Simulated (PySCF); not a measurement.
Hf(O)2 anion (HfO₂), SMILES [O]=[Hf]=[O] (connectivity only; charge and spin as stated), charge -1, multiplicity 2. Geometry optimised at PBE-D3(BJ)/def2-TZVPD. The multiplicity is an assumed one; other spin states were not compared. The isomer is the one that the SMILES or the coordinates give; other isomers of the formula were not compared. The def2 effective core potentials stand for the cores of Hf; spin–orbit coupling is left out.

These are PBE-D3(BJ)/def2-TZVPD run with PySCF values and carry that method's errors.

Harmonic wavenumbers (cm⁻¹): 260, 742, 823. Rotational constants (GHz): 16.63, 7.046, 4.949; symmetry number 2.

Problem. Work out the zero-point energy and the ideal-gas rigid-rotor harmonic-oscillator thermochemistry at 298.15 K and 1 atm.

Solution. ZPE = ½ Σ hcν = ½ × 1825 cm⁻¹ = 10.91 kJ/mol. H − E(el) = 22.51 kJ/mol. Entropy in J/(mol K): translation 175.46, rotation 93.95, vibration 8.84, spin 5.76, total 284.02. G − E(el) = -62.16 kJ/mol. Cp = 46.27 J/(mol K).
